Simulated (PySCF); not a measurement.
Computed shifts of a molecule C₄H₁₁B, PBE0/pcSseg-1 in PySCF, GIAO, gas phase, equivalent atoms averaged, in ppm (number of nuclei): ¹³C: 28.9 (1), 18.3 (1), 14.5 (1), 13.2 (1). ¹H: 1.76 (1), 1.47 (1), 1.33 (3), 1.18 (6). References: ¹¹B against BF3 (σ = 88.8 ppm); ¹³C against TMS (σ = 186.3 ppm); ¹H against TMS (σ = 31.56 ppm), references at their B3LYP-D3(BJ)/def2-TZVP geometries, non-relativistic. Geometry optimised at B3LYP-D3(BJ)/def2-SVP. One conformer was computed; it need not be the lowest.

Q: Which structure fits?
(A) CBCCC
(B) CCBCC
(C) CCB(C)C
(D) CBC(C)C

A: C, CCB(C)C
